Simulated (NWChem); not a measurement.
System: SeCl3, doublet; SMILES [Se](Cl)(Cl)Cl

In the optimisation the excess spin sits in a' (Cs, its own frame). This build's default masses of Se (78.918 u) and Br (79.917 u) are each other's, which moves their modes by up to 0.6 %. This spin state was assumed; another may lie lower.

### Question
Give the equilibrium geometry at PBE0/def2-SVP, spin-unrestricted (NWChem) as a list of bonds and angles, with the point group.

### Answer
point group Cs; any orientation.
Bonds (Å): Se1–Cl2 2.302, Se1–Cl3 2.302, Se1–Cl4 2.160. Bond angles (°): Cl2–Se1–Cl3 149.0, Cl2–Se1–Cl4 95.4, Cl3–Se1–Cl4 95.4.
